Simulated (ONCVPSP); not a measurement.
## What one change does to a pseudopotential (nickel, ONCV)

Ni, optimised norm-conserving Vanderbilt (ONCV), made with ONCVPSP 4.0.1 (PBE, scalar-relativistic). Core [Ne], reference 3s2 3p6 3d8 4s1.75 (charge +0.25). Waves: 3s+4s: rc 1.35 bohr, ncon 3, nbas 8, qcut 10.4 1/bohr, 3 projectors, debl 0.7 Ha; 3p: rc 1.20 bohr, ncon 5, nbas 9, qcut 11.6 1/bohr, 2 projectors, debl 0.3 Ha; 3d: rc 1.50 bohr, ncon 4, nbas 8, qcut 12.6 1/bohr, 2 projectors, debl 2.2 Ha. Local part: polynomial inside 1.20 bohr (lpopt 5, dvloc0 -1 Ha). Core correction: none.

In the p channel the program set the typed energies aside and used -2.701, 0.250 Ha.

All-electron outer shells of the reference configuration (PBE, scalar-relativistic, ld1.x):

```tsv
shell	level (eV)	outermost node (bohr)	outermost maximum (bohr)
2p	-846.77	–	0.16
3s	-113.18	0.30	0.64
3p	-73.51	0.27	0.65
3d	-10.98	–	0.63
4s	-7.42	0.92	2.21
```

Change: all radii scaled by about 0.77 (s 1.04, p 0.92, d 1.16 bohr); local potential polynomial inside 0.92 bohr (lpopt 5, dvloc0 -1 Ha).

Cutoffs: the cutoffs (Ha) at which the residual kinetic energy of the hardest occupied pseudo-wave falls to 1 and 0.1 mHa per electron; they do not see the model core or the augmentation charge, which bear on the density cutoff. Errors are all-electron minus pseudo energies relative to the spin-unpolarised reference configuration.

Task: Predict the effect on cutoff, ghosts and configuration errors.

Result: The potential gets harder (54 Ha and 61 Ha → 67 Ha and 151 Ha); of the 4 tests that both files solve, the error grows in 0 and shrinks in 2 by more than 15 % and 0.3 meV (median size 2.1 → 0.8 meV); neither file shows a bound ghost. A smaller radius makes the pseudo-wave follow the all-electron one further in, where it bends more sharply, so more plane waves are needed.

```tsv
quantity	base	changed
cutoff, loose	54 Ha	67 Ha
cutoff, tight	61 Ha	151 Ha
loose cutoff by channel	s 30 Ha, p 42 Ha, d 54 Ha	s 41 Ha, p 39 Ha, d 67 Ha
bound ghosts	none	none
GHOST(+) flags under 300 eV	none	none
error for 3s2 3p6 3d8 4s2, meV [ΔE -1.63 eV]	+0.2	+0.1
error for 3s2 3p6 3d8 4s1, meV [ΔE 7.69 eV]	+0.2	-0.1
error for 3s2 3p6 3d8 4s0, meV [ΔE 25.04 eV]	+4.1	+1.9
error for 3s2 3p6 3d8.5 4s1.5, meV [ΔE -2.81 eV]	+4.6	+1.4
```
